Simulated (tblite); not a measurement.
C6H15PSi.
Geometry (GFN2-xTB, Å), atoms numbered from 1 in this order:
```xyz
23
C6H15PSi angstrom
C     -3.104    0.706   -0.825
C     -2.207   -0.203    0.004
P     -0.517   -0.413   -0.760
C      0.204   -1.480    0.586
C      1.705   -1.680    0.400
Si     2.655   -0.039    0.550
C      1.729    1.246   -0.502
C      0.226    1.213   -0.241
H     -2.696    1.714   -0.874
H     -4.101    0.763   -0.389
H     -3.194    0.327   -1.842
H     -2.106    0.183    1.023
H     -2.650   -1.202    0.063
H     -0.009   -1.030    1.561
H     -0.316   -2.443    0.540
H      1.882   -2.123   -0.583
H      2.067   -2.401    1.136
H      4.031   -0.197    0.074
H      2.641    0.395    1.957
H      1.906    1.055   -1.563
H      2.109    2.250   -0.301
H      0.012    1.391    0.818
H     -0.272    1.996   -0.823
```

Method: GFN2-xTB as coded in tblite; computed harmonic values from a numerical Hessian at the method's own geometry, unscaled. The method is semi-empirical: single wavenumbers can be off by several per cent or more. Modes of hydrogen on silicon can be 10 to 20 % off. One conformer, not necessarily the lowest.

Harmonic wavenumbers (cm⁻¹): 63.5, 88.5, 145.8, 178.4, 180.7, 218.2, 228.2, 293.8, 318.9, 332.2, 380.5, 505.9, 570.8, 635.1, 645.5, 680.9, 691.4, 695.9, 726.7, 760.4, 768.9, 799.2, 810.4, 833.2, 899.4, 990.4, 1013.9, 1058.4, 1059.9, 1063.9, 1076.5, 1087.8, 1139.7, 1151.8, 1227.5, 1255.5, 1261.0, 1271.5, 1289.2, 1292.6, 1410.6, 1443.9, 1452.3, 1457.5, 1476.2, 1478.6, 1499.2, 1503.5, 2192.9, 2247.9, 2905.1, 2910.5, 2920.4, 2923.7, 2928.3, 2941.3, 2955.8, 2957.0, 2974.9, 2975.8, 3011.1, 3024.5, 3031.7.

A = 2817, B = 870.3, C = 726.0 MHz; mass 146.068 u (most abundant isotopes); point group C1, symmetry number 1.

Question: What is the zero-point energy?

Answer: ½Σν̃ = 42157 cm⁻¹ = 120.53 kcal/mol.

Question: Give the ideal-gas entropy at 200 K and 1 bar in the rigid-rotor, harmonic-oscillator model (classical rotation).

Answer: Translation 38.89, rotation 28.39, vibration 18.21: S = 85.5 cal/(mol K).

Question: And Cp and H(200 K) − H(0)?

Answer: Cp = 30.74 cal/(mol K), of which vibrations give 22.79 (their classical limit is 63 R = 125.2); H(200 K) − H(0) = 3.73 kcal/mol without the zero-point energy, 2.14 from vibrations.

Question: How do the functions run with temperature in this model?

Answer: 
| T (K) | S (cal/(mol K)) | Cp (cal/(mol K)) | H − H(0) (kcal/mol) | G − H(0) (kcal/mol) | ln q(vib) |
| --- | --- | --- | --- | --- | --- |
| 100 | 68.8 | 18.9 | 1.25 | -5.63 | 1.25 |
| 300 | 100.4 | 43.6 | 7.44 | -22.67 | 6.55 |
| 500 | 128.3 | 66.6 | 18.58 | -45.58 | 12.35 |
| 800 | 164.9 | 88.8 | 42.18 | -89.73 | 21.04 |
| 1000 | 185.8 | 98.6 | 60.98 | -124.85 | 26.53 |

q(vib) and H(0) count from the zero-point level.

Question: Blend soft modes into free rotors: weight 1/[1 + (100 cm⁻¹/ν̃)⁴] for the oscillator and the rest for a rotor with moment μB/(μ + B), μ = h/(8π²ν), B = 10⁻⁴⁴ kg m². What vibrational entropy results?

Answer: 17.56 cal/(mol K) in place of 18.21, which changes −T·S at 200 K by +0.13 kcal/mol.

Question: Which modes carry the vibrational entropy at 200 K?

Answer: 63.5 cm⁻¹: 3.56; 88.5 cm⁻¹: 2.92; 145.8 cm⁻¹: 1.98; 178.4 cm⁻¹: 1.62; 180.7 cm⁻¹: 1.60; 218.2 cm⁻¹: 1.28 cal/(mol K); the other 57 give 5.25 together.

Hindered rotation and anharmonicity are outside this model. Other conformers, if any are populated, would add a mixing term that is left out. The structure is chiral; the term R ln 2 for an equal mix with its mirror image is left out.
